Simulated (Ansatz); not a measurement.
Gas-phase electronic energies from Ansatz, PBE0-D4/def2-TZVP geometries. CCSD(T)/CBS is the MP2 limit (def2-TZVPP, def2-QZVPP) plus CCSD(T) − MP2 in def2-TZVPP, frozen cores. This one scheme is used for every species. Functionals use def2-TZVPP. Triplets are unrestricted, without spin–orbit coupling. Each species was taken in one conformer, which may not be the lowest.

Reaction (formal loss of a carbene): `C=CCSC(F)(F)F` → `C=CSC(F)(F)F` + `[CH2]` (triplet)

CCSD(T)/CBS gives +445.2 kJ/mol.

Problem. Another level gave +422.9 kJ/mol. Which?
A. B2PLYP/def2-TZVPP
B. PBE0-D4/def2-TZVPP
C. CCSD/def2-TZVPP
D. HF/def2-TZVPP

Solution. C. CCSD/def2-TZVPP 422.9, PBE0-D4 439.4, B2PLYP 432.4, HF/def2-TZVPP 300.9 kJ/mol.

Largest T1 diagnostic among the species: 0.013.

The D4 term adds +11.1 kJ/mol with B3LYP and +6.3 kJ/mol with PBE0; it sums over pairs of atoms, weighted by their polarisabilities, and B3LYP, whose exchange is more repulsive, gets the larger term. In def2-TZVPP, CCSD(T) changes the Hartree–Fock value by +132.4 kJ/mol (the triples alone add +10.3 kJ/mol) and MP2 by +145.5 kJ/mol.

B3LYP here is the variant with VWN-RPA as its local correlation; programs differ in this.
